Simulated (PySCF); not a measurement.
Where the electron goes

Compound: C7H10OSi.
Z-matrix (Å and degrees, PBE0-D3(BJ)/def2-SVP geometry), rows numbered from 1:
```
Si
O   1  1.6841
C   2  1.3450  1  125.04
C   3  1.3585  2  131.07  1     0.68
C   4  1.4608  3  107.62  2  -179.94
C   5  1.3544  4  110.22  3     0.01
C   6  1.4758  5  108.00  4    -0.03
C   7  1.5192  3  120.21  2    34.13
C   8  1.4790  7   60.88  3  -108.89
H   1  1.4921  2  110.12  3   -60.95
H   1  1.4921  2  109.99  3    59.84
H   1  1.4856  2  105.09  3   179.46
H   4  1.0907  3  126.93  2     0.08
H   5  1.0911  4  123.96  3  -179.98
H   6  1.0898  5  127.61  4  -179.97
H   8  1.0930  7  115.62  9   109.35
H   8  1.0924  7  116.42  9  -110.23
H   9  1.0924  7  116.40  8   110.23
H   9  1.0929  7  115.60  8  -109.36
```

Computed with PySCF 2.14.0, density-fitted response routines, TDDFT PBE0/def2-SVPD, vertical, gas phase, core orbitals frozen in the response.

Kohn–Sham orbitals with the atoms that hold most of them (Löwdin shares over 4%, at most four atoms; ? is withheld):

```csv
orbital,ε (eV),atoms
HOMO-3,-9.18,"O2 24%, C7 11%, C6 9%, C5 8%"
HOMO-2,-8.85,"C9 25%, C8 25%, C7 13%, O2 8%"
HOMO-1,-7.61,?
HOMO,-5.70,"C6 25%, C4 19%, C3 18%, C5 15%"
LUMO,?,?
LUMO+1,0.05,"Si1 39%, H12 12%, H10 12%, H11 12%"
LUMO+2,0.65,"Si1 48%, H12 12%, H10 11%, H11 10%"
```

**Question.** Which atoms hold the LUMO, and with what shares?

**Answer.** C5 (bonded to 2 C and H) 17%; C6 (bonded to 2 C and H) 17%; C3 (bonded to 2 C and O) 16%; C4 (bonded to 2 C and H) 12%.

**Question.** Give the leading atoms of the HOMO-1.

**Answer.** C5 (bonded to 2 C and H) 20%; C4 (bonded to 2 C and H) 19%; C7 (bonded to 4 C) 18%; C9 (bonded to 2 C and 2 H) 11%.

**Question.** What is the LUMO energy, and the HOMO–LUMO gap?

**Answer.** ε(LUMO) = -0.40 eV; the gap is 5.30 eV (0.1948 hartree).

**Question.** How does S1 compare with the orbital gap of 5.30 eV?

**Answer.** S1 is at 4.50 eV (f = 0.106), 0.80 eV below the gap, made of HOMO→LUMO (99%). 

**Question.** One configuration dominates each of S1 and S2. Which, and how do the shares of the two leading atoms of either orbital change from the occupied to the empty one?

**Answer.** 
- S1 (4.50 eV, f 0.106), HOMO→LUMO (99%): C6 25% → 17%, C4 19% → 12%, C5 15% → 17%
- S2 (4.74 eV, f 0.0000), HOMO→LUMO+1 (99%): C6 25% → at most 12%, C4 19% → at most 12%, Si1 at most 15% → 39%, H12 at most 15% → 12%

Löwdin shares depend on the basis, the more so with diffuse functions.

Cost: about 2.4 min of CPU time on one thread; the machine was shared, so the figure is rough.

One conformer stands for the species.
